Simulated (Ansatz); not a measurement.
Molecule: sum formula H4BSiO, net charge 0, doublet state. It need not be the lowest isomer of its formula. 
Coordinates optimised at B3LYP-D3(BJ)/def2-TZVP (Ansatz, a quantum-chemistry and plane-wave program):
SMILES: O[B][SiH3]
```xyz
7

O      1.7995    -0.4804     0.2395
B      0.8358     0.3859    -0.0750
Si    -1.1597     0.1237    -0.0975
H      2.7027    -0.1440     0.1831
H     -1.6638    -1.2240     0.2886
H     -1.6301     0.4243    -1.4721
H     -1.7482     1.1263     0.8242
```
Charge 0, spin multiplicity 2.

Parts of the frozen-core correlation energy in cc-pwCVTZ (Ansatz, hartree). Frozen orbitals: 7; correlated occupied orbitals by spin: 9 and 8; virtual: 185 and 186. UHF or UKS for open shells. Spin-orbit coupling is left out. No relativistic terms.

```tsv
term	value
reference (HF)	-390.84139
MP2 opposite-spin	[?]
MP2 same-spin	[?]
CCSD correlation	-0.48331
(T)	[?]
T1 diagnostic	0.016
largest doubles amplitude	0.033
<S^2> of the reference	0.759
```

**Question.** Complete the blanks.

**Answer.** 
- MP2 opposite-spin, value: -0.35242
- MP2 same-spin, value: -0.09698
- (T), value: -0.01773
